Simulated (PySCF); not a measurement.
Species: C₅H₁₀N₃ (charge +1).
Numbering: `[CH3:1][c:2]1[n:3][n:4]([CH3:5])[cH:6][c:7]1[NH3+:8]` (hydrogens: H9, H10, H11 on C1; H12, H13, H14 on C5; H15 on C6; H16, H17, H18 on N8)

Geometry (PBE0-D3(BJ)/def2-SVP, Å), atoms numbered from 1 in this order:
```
atom  x, y, z in Å
C1    -1.510    1.875    0.099
C2    -0.478    0.804    0.029
N3     0.818    1.069   -0.029
N4     1.455   -0.097   -0.068
C5     2.901   -0.115   -0.147
C6     0.626   -1.154   -0.044
C7    -0.643   -0.599    0.016
N8    -1.908   -1.309    0.077
H9    -1.037    2.841   -0.120
H10   -1.961    1.946    1.102
H11   -2.318    1.729   -0.636
H12    3.225    0.388   -1.068
H13    3.249   -1.154   -0.151
H14    3.321    0.413    0.719
H15    0.982   -2.182   -0.076
H16   -1.908   -2.160   -0.500
H17   -2.172   -1.587    1.035
H18   -2.667   -0.710   -0.278
```

Computed with TDDFT CAM-B3LYP/def2-SVPD, vertical, gas phase, core orbitals frozen in the response (PySCF 2.14.0, density-fitted response routines).

Ground-to-excited transition dipoles (e·a0, same axes as the geometry; the sign carries no meaning), for the states with f of 0.002 or more among the lowest 8:

```csv
state,E (eV),μx,μy,μz
S2,6.194,0.005,0.004,0.128
S3,6.470,0.700,0.380,-0.021
S4,6.789,0.019,-0.010,0.161
S5,6.822,-0.366,0.336,0.021
S6,7.469,-0.151,0.015,0.014
S7,7.592,-0.429,0.638,0.077
S8,7.729,-0.509,0.633,0.030
```

**Question.** What oscillator strength does each state have?

**Answer.** f = (2/3) ΔE |μ|² with ΔE in hartree (27.2114 eV).

```
state  |μ|² (au)  |μ| (D)      f
   S2      0.016     0.32  0.002
   S3      0.635     2.03  0.101
   S4      0.026     0.41  0.004
   S5      0.248     1.26  0.041
   S6      0.023     0.39  0.004
   S7      0.597     1.96  0.111
   S8      0.661     2.07  0.125
```

**Question.** What angle do the transition dipoles of S5 and S7 make?

**Answer.** |cos θ| = |μa·μb| / (|μa| |μb|) = 0.97, so θ ≈ 14° (taken between 0 and 90°, since the signs are arbitrary).

**Question.** What peak molar absorption coefficient would the strongest computed level give as a lone Gaussian band 0.3 eV wide at half height?

**Answer.** ε(max) = 2.175×10⁸ f / FWHM, with the width in cm⁻¹. S8: 2.175×10⁸ × 0.1252 / 2420 ≈ 11000 L mol⁻¹ cm⁻¹.

The vertical ionisation energy (ΔSCF) is 13.38 eV, 5.65 eV above S8.
